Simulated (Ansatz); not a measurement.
H$_{4}$BrGaN$_{2}$, SMILES `[Br][Ga]([NH2])[NH2]` with one electron removed (charge 1, multiplicity 2), Ansatz (a first-principles code) with frozen-core CCSD(T)/cc-pVTZ // CAM-B3LYP-D3(BJ)/def2-TZVP. The run hit its time limit unfinished.

Ansatz 0.2 input:
```yaml
crystal:
  periodic: [false, false, false]
  atoms:
    - { symbol: N, position_ang: [-1.56243, -0.496745, -0.068058] }
    - { symbol: Ga, position_ang: [-0.034278, 0.454557, -0.036203] }
    - { symbol: N, position_ang: [1.618097, -0.24133, 0.12703] }
    - { symbol: Br, position_ang: [-0.205758, 2.728116, -0.217447] }
    - { symbol: H, position_ang: [-2.464885, -0.057499, -0.105466] }
    - { symbol: H, position_ang: [-1.615491, -1.489954, 0.071463] }
    - { symbol: H, position_ang: [2.444503, 0.327841, 0.083859] }
    - { symbol: H, position_ang: [1.82024, -1.224982, 0.144822] }
basis:
  gaussian: { orbitals: cc-pVTZ }
correlation:
  method: ccsd_t
total_charge: 1
magnetization:
  spin_polarized: true
  initial_magnetization: 1
```

The last lines of the output:

```
mean field evaluation 448: about -125351.0859 eV, gradient 4.0e-1 eV
mean field evaluation 480: about -125351.8779 eV, gradient 1.3e0 eV
mean field evaluation 512: about -125351.8819 eV, gradient 1.7e-2 eV
mean field evaluation 544: about -125349.7002 eV, gradient 2.2e1 eV
mean field evaluation 576: about -125347.9855 eV, gradient 7.0e-3 eV
mean field evaluation 608: about -125353.4843 eV, gradient 4.6e-1 eV
mean field evaluation 640: about -125356.4961 eV, gradient 1.2e-1 eV
mean field evaluation 672: about -125356.8978 eV, gradient 1.9e-3 eV
mean field evaluation 704: about -125355.3571 eV, gradient 2.6e-1 eV
mean field evaluation 736: about -125355.3193 eV, gradient 2.5e-1 eV
mean field evaluation 768: about -125356.8978 eV, gradient 3.3e-6 eV
mean field -125358.18372991 eV, -4606.8282812454 hartree, gradient 6.6e-6 eV, S^2 0.761104; 18 other end points of the search recorded, 0 dependent functions left out
determinant -125358.18372991 eV, -4606.8282812454 hartree, with singles and doubles -125379.78152042 eV, -4607.6219854072 hartree
determinant -125358.18368290 eV, -4606.8282795177 hartree, with singles and doubles -125379.78167390 eV, -4607.6219910473 hartree
determinant -125357.79035137 eV, -4606.8138248506 hartree, with singles and doubles -125379.86604199 eV, -4607.6250915175 hartree
determinant -125356.89782196 eV, -4606.7810250000 hartree, with singles and doubles -125378.78652633 eV, -4607.5854200488 hartree
determinant -125356.83986576 eV, -4606.7788951488 hartree, with singles and doubles -125378.84753845 eV, -4607.5876622030 hartree
determinant -125356.76275897 eV, -4606.7760615266 hartree, with singles and doubles -125379.02316238 eV, -4607.5941162630 hartree
determinant -125356.49690169 eV, -4606.7662914518 hartree, with singles and doubles -125378.96522494 eV, -4607.5919871015 hartree
determinant -125355.31647781 eV, -4606.7229116741 hartree, with singles and doubles -125377.42541635 eV, -4607.5354001798 hartree
determinant -125358.18372991 eV, -4606.8282812454 hartree, with singles and doubles -125379.67902505 eV, -4607.6182187717 hartree
determinant -125358.18368290 eV, -4606.8282795177 hartree, with singles and doubles -125379.67898534 eV, -4607.6182173124 hartree
determinant -125357.79035137 eV, -4606.8138248506 hartree, with singles and doubles -125379.76987275 eV, -4607.6215573632 hartree
determinant -125358.18372991 eV, -4606.8282812454 hartree, with singles and doubles -125379.74686188 eV, -4607.6207117295 hartree
```
